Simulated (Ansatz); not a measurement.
Geometry optimisation, RHF/def2-SVP (Ansatz).

The input (input.yaml):

```yaml
crystal:
  periodic: [false, false, false]
  atoms:
    - { symbol: "N", position_ang: [0.63937, 1.90805, -0.10573] }
    - { symbol: Al, position_ang: [0.41957, 0.26487, 0.44917] }
    - { symbol: F, position_ang: [0.99466, -0.52193, 1.7693] }
    - { symbol: Si, position_ang: [-0.88254, -1.67011, -0.42171] }
    - { symbol: H, position_ang: [1.18881, 2.57564, 0.43199] }
    - { symbol: H, position_ang: [0.27419, 2.36981, -0.9294] }
    - { symbol: H, position_ang: [-2.294, -2.02665, -0.14767] }
    - { symbol: H, position_ang: [-0.34005, -2.89968, -1.04593] }
total_charge: 1
basis:
  gaussian: { orbitals: def2-SVP }
hamiltonian:
  xc: hf
relax:
  f_tol: 0.02
  max_steps: 40
```

Launched with:

```bash
$ ansatz run input.yaml --threads 1 --pin off --max-ram 2048MiB --backend cpu --events-out ev --progress --plain --runs-dir out
```

Task: Where does it end, and by what steps?

Result: The forces met the threshold. The force dipped under the threshold on the way, but the program's further checks kept it going. Limits of this set-up: the dipole of an ion depends on the origin. After 10 steps the energy has fallen by 0.095 eV; H8 moved furthest, 0.36 Å.

```
step  energy less start (eV)  largest force component (eV/Å)  accepted
   0                  0.0000                           0.903       yes
   1                 -0.0618                           0.312       yes
   2                 -0.0835                           0.186       yes
   3                 -0.0836                           0.299       yes
   4                 -0.0943                           0.052       yes
   5                 -0.0945                           0.034       yes
   6                 -0.0948                           0.021       yes
   7                 -0.0949                           0.005       yes
   8                 -0.0950                           0.010       yes
   9                 -0.0951                           0.016       yes
  10                 -0.0951                           0.014       yes
```

```xyz
8
Properties=species:S:1:pos:R:3
N 0.609 1.778 -0.110
Al 0.481 0.231 0.643
F 1.066 -0.426 2.017
Si -0.869 -1.638 -0.405
H 1.137 2.542 0.277
H 0.190 2.073 -0.973
H -2.293 -1.899 -0.137
H -0.321 -2.661 -1.312
```

Run time: 18 s on 1 thread of Arm Neoverse V1, with other jobs on the host, peak memory 0.14 GiB.
